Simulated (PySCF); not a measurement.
## [C5H12OSi]+: g tensor and hyperfine couplings

Compound: C5H12OSi (charge +1 and doublet state).
Numbering: `[CH2+:1][C:2]([CH2:3][CH3:4])[CH2:5][O:6][SiH3:7]` (hydrogens: H8, H9 on C1; H10, H11 on C3; H12, H13, H14 on C4; H15, H16 on C5; H17, H18, H19 on Si7)

Geometry (GFN2-xTB, Å), atoms numbered from 1 in this order:
```
atom  x, y, z in Å
C1     1.352   -0.813    1.648
C2     0.552   -0.320    0.675
C3     1.017    0.482   -0.478
C4     2.502    0.762   -0.581
C5    -0.923   -0.590    0.742
O6    -1.622   -0.032   -0.303
Si7   -3.160    0.081   -0.841
H8     0.956   -1.394    2.464
H9     2.415   -0.646    1.644
H10    0.454    1.427   -0.469
H11    0.659   -0.015   -1.391
H12    3.075   -0.160   -0.650
H13    2.700    1.350   -1.473
H14    2.860    1.323    0.279
H15   -1.313   -0.220    1.705
H16   -1.087   -1.681    0.771
H17   -3.325    1.540   -0.907
H18   -3.018   -0.465   -2.199
H19   -4.104   -0.619    0.020
```

The hyperfine couplings belong to this conformer and change with its torsions.

Level of theory: PySCF 2.14.0, UKS B3LYP, pcH-1 on C H O Si, non-relativistic, mean-field spin-orbit, GIAO. The structure is a single GFN2-xTB conformer in the gas phase; no vibrational or solvent corrections. The geometry wasn't refined by DFT: couplings that depend on bond lengths, twists or pyramidal angles can differ widely from those at the functional's own minimum, by a factor of two or more for some ions and for spin on atoms past the first row. Stability of the SCF solution: not tested.

```
g1, g2, g3   : 2.00216, 2.00408, 2.00839
g_iso        : 2.00488
Form of g    : rhombic: the two nearest values differ by 31 % of g3 − g1
⟨S²⟩         : 0.7555 (exact 0.7500)
Total energy : -562.18470 Eh
```

Isotropic coupling and dipolar principal values T1 to T3, in MHz:

| atom | isotope | a_iso | of which spin–orbit | T1 | T2 | T3 | Mulliken spin population |
| --- | --- | --- | --- | --- | --- | --- | --- |
| C1 | 13C | 32.8 | -0.1 | -41.3 | -40.3 | 81.6 | 0.51 |
| C2 | 13C | -6.4 | 0.1 | -13.9 | -9.6 | 23.6 | 0.13 |
| C3 | 13C | -7.0 | 0.0 | -4.1 | -2.8 | 6.9 | 0.00 |
| C4 | 13C | -1.3 | 0.0 | -0.5 | -0.3 | 0.8 | 0.00 |
| C5 | 13C | -21.6 | 0.1 | -7.6 | -4.0 | 11.6 | -0.01 |
| O6 | 17O | -18.0 | -0.4 | -60.3 | 29.9 | 30.4 | 0.18 |
| Si7 | 29Si | 18.7 | -0.1 | -1.8 | 0.2 | 1.5 | -0.01 |
| H8 | 1H | -31.9 | 0.0 | -18.2 | -3.6 | 21.8 | -0.02 |
| H9 | 1H | -32.9 | 0.0 | -19.3 | -3.0 | 22.4 | -0.02 |
| H10 | 1H | 74.0 | 0.0 | -4.2 | -1.3 | 5.6 | 0.03 |
| H11 | 1H | 72.5 | 0.0 | -4.3 | -1.3 | 5.6 | 0.03 |
| H12 | 1H | 3.2 | 0.0 | -2.1 | -1.4 | 3.5 | 0.00 |
| H13 | 1H | -0.6 | 0.0 | -1.1 | -0.9 | 2.0 | 0.00 |
| H14 | 1H | 3.3 | 0.0 | -2.0 | -1.4 | 3.5 | 0.00 |
| H15 | 1H | 179.1 | 0.0 | -7.0 | -1.8 | 8.8 | 0.06 |
| H16 | 1H | 180.2 | 0.0 | -7.0 | -1.8 | 8.8 | 0.06 |
| H17 | 1H | 61.8 | 0.0 | -1.7 | -0.4 | 2.1 | 0.03 |
| H18 | 1H | 61.1 | 0.0 | -1.7 | -0.4 | 2.1 | 0.03 |
| H19 | 1H | -2.4 | 0.0 | -1.3 | -0.7 | 2.0 | 0.00 |

The Mulliken spin populations are largest on C1 (+0.51), O6 (+0.18), C2 (+0.13) and H16 (+0.06). The angles at C1 add up to 360.0°, so it is planar.

C2, the radical centre as drawn in `[CH2+][C](CC)CO[SiH3]`, holds a spin population of +0.13 out of 1.

Axes: g3 points within 8° of the C1–C2 bond.

Under fast tumbling the dipolar parts average out, and these isotropic splittings remain: 2 × 1H (H15/H16, I = 1/2, 3 lines) with 6.40 mT, 2 × 1H (H10/H11, I = 1/2, 3 lines) with 2.61 mT, 3 × 1H (H17/H18/H19, I = 1/2, 4 lines) with 1.43 mT, 1 × 1H (H9, I = 1/2, 2 lines) with 1.17 mT, 1 × 1H (H8, I = 1/2, 2 lines) with 1.14 mT and 3 × 1H (H12/H13/H14, I = 1/2, 4 lines) with 0.07 mT.

Nuclei that the bonding pattern makes equivalent are averaged, as if the motion that swaps them (rotation, inversion, ring flip) were fast. H8 and H9 aren't averaged: C1 is flat or nearly so (angle sum 360°), and its turn about the short C1–C2 bond (1.35 Å) is taken as slow. The three 1H nuclei of mean +40.2 MHz run from -2.4 to 61.8 MHz in the frozen geometry.

The 17O coupling of O6 (-18.0 MHz) shows only in satellite lines or after enrichment, since that isotope makes up about 0.038 % of natural oxygen.

The 29Si coupling of Si7 (18.7 MHz) shows only in satellite lines or after enrichment, since that isotope makes up about 4.7 % of natural silicon.

β density exceeds α density at some nuclei, such as Si7 (-0.0211), C5 (-0.0193) and H9 (-0.0074), spin density in bohr⁻³. In a single determinant that takes different orbitals for the two spins, that is spin polarisation.
